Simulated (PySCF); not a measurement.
# LiBr: calculation against experiment

**Experimental background.**

Liu, Meijer, Perez-Rios, Phys. Chem. Chem. Phys. 22 (2020) 24191 lists, for the gas: dipole moment 7.2262 D.

The runs below try to reproduce these values; the comparison stands at the end.

Compound: LiBr.
Numbering: `[Li:1][Br:2]`

Cartesian coordinates in Å at the PBE0-D3(BJ)/def2-SVP level; atoms count from 1:
```
atom  x, y, z in Å
Li1    0.118    0.150    1.055
Br2   -0.100   -0.178   -1.067
```

The PySCF runs (gas phase, on this PBE0-D3(BJ)/def2-SVP geometry; no spin–orbit coupling):

```csv
level,job,basis functions,wall time
"PBE0-D3(BJ)/def2-SVP, grid level 1",geometry optimisation from a GFN2-xTB start shaken at random,41,1.5 s
```

Hardware: one thread of an Arm Neoverse V2, no GPU, shared host.

**Comparison with experiment**

**Dipole moment.** Measured: 7.2262 D (Liu, Meijer, Perez-Rios, Phys. Chem. Chem. Phys. 22 (2020) 24191).

| level | computed (D) | computed − measured (D) | % (from the printed values) |
| --- | --- | --- | --- |
| PBE0-D3(BJ)/def2-SVP | 6.920 | -0.306 | -4 |

The computed dipoles belong to one fixed geometry; measured ones are averaged over vibrations unless marked μe. Magnitudes are compared, not signs.

No measured geometry was used, and the causes of the misses weren't examined.
